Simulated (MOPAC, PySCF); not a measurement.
CH7NOSi, SMILES `CN[SiH2]O` (C–N–Si–O torsion 83°, N–Si–O–H torsion -73°), neutral singlet in the gas phase. 

Cartesian coordinates (Å):
```xyz
11

C     -1.5431    -0.2808     0.2215
N     -0.2028    -0.4717     0.7294
Si     1.2361    -0.1156    -0.1131
O      1.7820     1.4432    -0.0893
H     -1.5192    -0.2736    -0.8713
H     -2.2036    -1.0998     0.5227
H     -2.0022     0.6608     0.5483
H     -0.1598    -0.5763     1.7308
H      0.9729    -0.5054    -1.5254
H      2.3325    -0.8713     0.5311
H      1.3070     2.0905    -0.6118
```
Charge 0, spin multiplicity 1.

All levels are single points at this geometry (PBE0-D4/def2-TZVP); Pople sets use spherical d functions. Orbital energies aren't observables, and empty levels follow the basis.

B3LYP/6-311+G** in PySCF gives HOMO (eV) = -6.79.

Task: Estimate the HOMO (eV) from each of these levels: PBE-D3(BJ)/def2-TZVP in PySCF; PBE0-D4/def2-TZVP in PySCF; B3LYP/LANL2DZ in PySCF; BP86/6-31G* in PySCF; M06-2X/6-31G* in PySCF; HF/6-31G* in PySCF; AM1 in MOPAC; PM6 in MOPAC.

Result: 
```tsv
level	HOMO (eV)
PBE-D3(BJ)/def2-TZVP in PySCF	-5.59
PBE0-D4/def2-TZVP in PySCF	-6.98
B3LYP/LANL2DZ in PySCF	-6.51
BP86/6-31G* in PySCF	-5.38
M06-2X/6-31G* in PySCF	-8.11
HF/6-31G* in PySCF	-10.30
AM1 in MOPAC	-9.68
PM6 in MOPAC	-9.68
```
